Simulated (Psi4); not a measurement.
Pair of molecules, SMILES C=C with SMILES O=CO (the first has 6 atoms); geometry from B3LYP-D3(BJ)/def2-TZVP, rigid monomers moved along the line of their centres of mass till C1···H11 is 3.23 Å.
(charge 0, multiplicity 1):
```
atom    x (Å)    y (Å)    z (Å)
----  -------  -------  -------
C     -0.5815  -0.2437  -0.0160
C      0.6177   0.3200   0.0712
H     -0.8066  -1.1666   0.5048
H     -1.3733   0.1904  -0.6147
H      0.8555   1.2381  -0.4526
H      1.4055  -0.1268   0.6657
O      0.3135  -1.2372   4.2153
C     -0.1809  -0.2619   4.7099
O     -0.6343   0.8053   4.0437
H     -0.3267  -0.1183   5.7890
H     -0.4952   0.6570   3.0853
```

Computed with SAPT0/jun-cc-pV(D+d)Z (Psi4 1.11).

Problem. Which attractive term is largest, and how does the interaction split up?

Solution. electrostatics -1.80, exchange 0.51, induction -0.32, dispersion -0.57, total -2.17 kcal/mol; the largest attraction is electrostatics.
